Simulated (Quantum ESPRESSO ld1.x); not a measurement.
All-electron atom: Pr XL in [Ne] 3s1.5 3p6 3d2.5 (fractional occupations, a model configuration).

All-electron calculation, scalar-relativistic Kohn-Sham, LDA (Slater exchange, Perdew-Zunger correlation), spin-polarised, spherical densities, point nucleus; open shells are filled with parallel spins first. Program: ld1.x of Quantum ESPRESSO 7.5.

Energy parts (eV):
total: -217922.4
kinetic: 233196.8
electron-nucleus: -482483.1
Hartree: 35051.1
exchange-correlation: -3687.2

Orbitals (lengths in bohr, moments of r in powers of bohr; <r^-3> diverges for s and p1/2; r(90%) holds 90 % of the orbital's charge):
| orbital | occ. | eigenvalue (eV) | <r^-3> | r(90%) | <r^4> |
|---|---|---|---|---|---|
| 1s up | 1 | -43921.073 | - | 0.0435 | 1.648e-06 |
| 1s down | 1 | -43919.204 | - | 0.0435 | 1.648e-06 |
| 2s up | 1 | -8812.413 | - | 0.158 | 0.0002595 |
| 2s down | 1 | -8800.545 | - | 0.158 | 0.0002588 |
| 2p up | 3 | -8121.106 | 8589 | 0.146 | 0.0001886 |
| 2p down | 3 | -8111.591 | 8605 | 0.146 | 0.0001879 |
| 3s up | 1 | -3245.701 | - | 0.370 | 0.007955 |
| 3s down | 0.5 | -3231.329 | - | 0.370 | 0.008013 |
| 3p up | 3 | -3030.349 | 2085 | 0.368 | 0.007718 |
| 3p down | 3 | -3015.735 | 2072 | 0.369 | 0.007783 |
| 3d up | 2.5 | -2772.982 | 297.2 | 0.337 | 0.005306 |
| 3d down | 0 | -2755.944 | 296.4 | 0.338 | 0.005366 |
| 4s up | 0 | -1652.587 | - | 0.686 | 0.09766 |
| 4s down | 0 | -1647.744 | - | 0.688 | 0.09858 |
| 4p up | 0 | -1566.067 | 767.0 | 0.696 | 0.1024 |
| 4p down | 0 | -1561.254 | 762.4 | 0.698 | 0.1035 |
| 4d up | 0 | -1463.172 | 109.7 | 0.685 | 0.09423 |
| 4d down | 0 | -1457.934 | 109.2 | 0.688 | 0.09546 |
| 4f up | 0 | -1378.249 | 30.38 | 0.618 | 0.06046 |
| 4f down | 0 | -1371.068 | 29.87 | 0.622 | 0.06183 |

The highest occupied level is 3d up at -2773.0 eV. The density falls to 0.001 e/bohr^3 at r = 0.76 bohr.
